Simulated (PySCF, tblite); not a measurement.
C5HF4OS (doublet state).
Structure used (GFN2-xTB), in Å, numbered top down from 1:
```
atom  x, y, z in Å
F1    -1.5637   -2.0370    1.0350
C2    -1.4017   -0.9094    0.3716
O3    -2.4141   -0.0479    0.3858
C4    -2.0103    1.0299   -0.3471
C5    -0.7637    0.8129   -0.8037
C6    -0.3235   -0.4525   -0.3410
S7     1.1835   -1.3044   -0.6153
C8     2.2827    0.0116    0.0532
F9     2.2256    1.1238   -0.6743
F10    3.5391   -0.4092    0.0641
F11    1.9435    0.3383    1.2998
H12   -2.6961    1.8431   -0.4541
```

Jobs on this species (12 atoms, 91 electrons) with PySCF (density fitting) and tblite. Hardware of each: an AMD EPYC with one thread, no GPU (shared host). Other jobs ran on the host; a repeat could differ by tens of per cent or more.

```json
{"level and settings": "GFN2-xTB", "work": "Hessian by finite differences", "basis functions": "–", "SCF cycles": "–", "wall time": "0.83 s"}
{"level and settings": "UKS B3LYP, pcH-1 on C F H O S, non-relativistic, mean-field spin-orbit, GIAO", "work": "unrestricted SCF, g, hyperfine, density and orbital grids written", "basis functions": "295", "SCF cycles": "?", "wall time": "?"}
{"level and settings": "GFN2-xTB", "work": "L-BFGS relaxation", "basis functions": "–", "SCF cycles": "–", "wall time": "1.2 s"}
```

Problem. Fill in the missing figures.

Solution. 
- UKS B3LYP, pcH-1 on C F H O S, non-relativistic, mean-field spin-orbit, GIAO; unrestricted SCF, g, hyperfine, density and orbital grids written: 2.9 min, 18 SCF cycles

Problem. What do all jobs in the table cost together?

Solution. About 2.9 min; the longest takes about 99 % of that, and about 210 times as long as the shortest.
